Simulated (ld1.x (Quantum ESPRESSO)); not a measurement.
Before and after: TM potential for Ti

* Element: titanium (Ti)
* Generator: ld1.x (Quantum ESPRESSO) 7.5
* Type: norm-conserving Troullier–Martins (Kleinman–Bylander form)
* Functional: PBE
* Relativity: scalar-relativistic
* Frozen core: [Ne] 3s2
* Valence charge: 10
* Reference configuration: 3p6 3d2 4s2 4p0
* Partial waves: 4s (bound): rc 3.00 bohr; 3p (bound): rc 1.30 bohr; 3d (bound): rc 2.35 bohr
* Local potential: the d channel
* Core correction: Bessel-smoothed model core inside 0.95 bohr

All-electron outer shells of the reference configuration (PBE, scalar-relativistic, ld1.x):

| shell | level (eV) | outermost node (bohr) | outermost maximum (bohr) |
| --- | --- | --- | --- |
| 2p | -444.26 | – | 0.22 |
| 3s | -62.63 | 0.40 | 0.87 |
| 3p | -38.86 | 0.37 | 0.90 |
| 4s | -4.47 | 1.24 | 2.92 |
| 3d | -4.26 | – | 0.98 |
| 4p | -1.47 | 1.39 | 3.80 |

Change: all radii but the core radius scaled by about 0.76 (s 2.28, p 0.98, d 1.78 bohr).

Cutoffs: the cutoffs (Ry, on a coarse ladder) from which the occupation-weighted sum of valence levels, in a spherical-Bessel basis at the reference potential, stays within 10 and 1 mRy of its value at 400 Ry; they do not see the model core or the augmentation charge, which bear on the density cutoff. Errors are all-electron minus pseudo energies relative to the spin-unpolarised reference configuration.

**Question.** What does the change do?

**Answer.** The potential gets harder (45 Ry and 80 Ry → 80 Ry and 160 Ry); both files keep a bound ghost (s); of the 7 tests that both files solve, the error grows in 1 and shrinks in 6 by more than 15 % and 0.3 meV (median size 75.3 → 22.3 meV). A smaller radius makes the pseudo-wave follow the all-electron one further in, where it bends more sharply, so more plane waves are needed.

| quantity | base | changed |
| --- | --- | --- |
| cutoff, loose | 45 Ry | 80 Ry |
| cutoff, tight | 80 Ry | 160 Ry |
| loose cutoff by channel (10 mRy a level) | s 8 Ry, p 35 Ry, d 40 Ry | s 8 Ry, p 40 Ry, d 55 Ry |
| bound ghosts | s | s |
| error for 3p6 3d2 4s1 4p0, meV [ΔE 7.35 eV] | -2.6 | -2.1 |
| error for 3p6 3d2 4s0 4p0, meV [ΔE 20.92 eV] | -26 | -22 |
| error for 3p6 3d1 4s0 4p0, meV [ΔE 47.87 eV] | +117 | +67 |
| error for 3p6 3d1 4s2 4p0, meV [ΔE 9.74 eV] | +75 | +6.2 |
| error for 3p6 3d2 4s0 4p2, meV [ΔE 6.29 eV] | -518 | -169 |
| error for 3p5 3d2 4s2 4p0, meV [ΔE 45.56 eV] | -373 | -148 |
| error for 3p6 3d2.5 4s1.5 4p0, meV [ΔE 0.35 eV] | -5.4 | -13 |

 A true bound ghost makes a file unfit for plane-wave use even where its test errors are small: the radial tests pick states by their node count and pass the ghost by.
